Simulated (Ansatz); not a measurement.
`O[SiH](O)O` + `CN([SiH3])CF` → `CN([SiH3])[SiH](O)O` + `OCF`  (formal exchange of groups at the Si–O bond)

Isolated molecules relaxed with PBE0-D4/def2-TZVP in Ansatz; ΔE leaves out vibrations. CBS: MP2 limit from def2 TZ/QZ plus the TZ coupled-cluster correction, frozen cores. Functionals use def2-TZVPP. B3LYP here is the variant with VWN-RPA as its local correlation; programs differ in this. Each species was taken in one conformer, which may not be the lowest.

`O[SiH](O)O`:

```xyz
8

O     0.242   -1.608    0.225
Si    0.035   -0.089   -0.330
O     0.855    1.058    0.511
O    -1.538    0.322   -0.181
H    -0.181   -1.839    1.054
H     0.502   -0.140   -1.729
H     1.812    1.047    0.469
H    -1.726    1.248   -0.018
```

`CN([SiH3])CF`:

Cartesian coordinates in Å:
```
C -0.316 0.087 1.438
N -0.064 -0.214 0.040
Si -0.887 0.694 -1.186
C 1.141 -0.875 -0.230
F 2.262 -0.039 -0.094
H 0.344 0.869 1.829
H -1.349 0.415 1.568
H -0.175 -0.814 2.044
H -0.489 2.129 -1.257
H -2.342 0.648 -0.886
H -0.585 0.041 -2.484
H 1.303 -1.696 0.477
H 1.157 -1.245 -1.258
```

`CN([SiH3])[SiH](O)O`:

Z-matrix (Å, degrees):
```
C
N 1 1.465
H 1 1.094 2 110.5
H 1 1.095 2 112.3 3 -120.0
H 1 1.094 2 110.9 3 118.8
Si 2 1.725 1 116.4 3 -162.8
Si 2 1.721 1 115.4 3 24.6
H 6 1.491 2 113.5 1 -75.3
H 6 1.487 2 109.6 1 163.7
H 6 1.488 2 108.6 1 44.2
O 7 1.634 2 114.3 1 62.7
O 7 1.638 2 109.3 1 -177.0
H 7 1.478 2 108.2 1 -52.2
H 11 0.959 7 117.7 2 72.4
H 12 0.958 7 118.5 2 41.9
```

`OCF`:

Z-matrix (Å, degrees):
```
C
F 1 1.381
O 1 1.370 2 111.1
H 1 1.091 2 107.8 3 -117.4
H 1 1.096 2 106.3 3 123.2
H 3 0.962 1 109.3 2 70.7
```

| level | ΔE (kJ/mol) | difference from CCSD(T)/CBS |
| --- | --- | --- |
| r2SCAN-D4 | 64.9 | -1.0 |
| B3LYP-D4 | 63.6 | -2.3 |
| ωB97X-V | 64.2 | -1.7 |
| B3LYP | 69.8 | 3.9 |
| MP2/def2-TZVPP | 67.8 | 1.9 |
| SCS-MP2/def2-TZVPP | 67.1 | 1.2 |
| CCSD(T)/def2-TZVPP | 64.4 | -1.5 |
| HF/def2-QZVPP | 69.2 | 3.3 |
| SCS-MP2/def2-QZVPP | 68.1 | 2.2 |
| HF/CBS(def2) | 69.2 | 3.3 |
| CCSD(T)/CBS | 65.9 | 0 |

Largest T1 diagnostic among the species: 0.011.

The D4 term adds −6.2 kJ/mol with B3LYP and −3.7 kJ/mol with PBE0; it sums over pairs of atoms, weighted by their polarisabilities, and B3LYP, whose exchange is more repulsive, gets the larger term.
